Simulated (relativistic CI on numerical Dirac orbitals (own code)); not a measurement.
## Spin-allowed bands of a d2 ion in an octahedral site, by hand

Problem. Take Δ = 13600 cm⁻¹ and B = 610 cm⁻¹ for a d2 ion in an octahedral site. Calculate the three spin-allowed bands.

Working.
1. The terms of highest spin are 3F (energy 0) and 3P (15B = 9150 cm⁻¹). Here the F term splits into A2 at +1.2Δ = 16320, T2 at +0.2Δ = 2720 and T1 at −0.6Δ = -8160 cm⁻¹.
2. The two T1 states mix through the element 0.4Δ: H = [[-8160, 5440], [5440, 9150]], with roots ½(H₁₁ + H₂₂) ∓ ½√[(H₂₂ − H₁₁)² + 4H₁₂²] = ½(990) ∓ ½(20445) = -9728 and 10718 cm⁻¹.
3. The ground term is 3T1 at -9728 cm⁻¹.
4. Bands: 3T2 12448 cm⁻¹ (803 nm), 3T1(P) 20445 cm⁻¹ (489 nm), 3A2 26048 cm⁻¹ (384 nm).

Check. Exact diagonalisation of the whole d2 shell with these parameters gives 3T2 12448, 3T1 20445, 3A2 26048 cm⁻¹. The match is exact, since without spin-orbit coupling no other term has this spin. The ratio of the second band to the first, 1.643, depends on Δ/B = 22.3 alone, which is how a Tanabe-Sugano diagram is read.
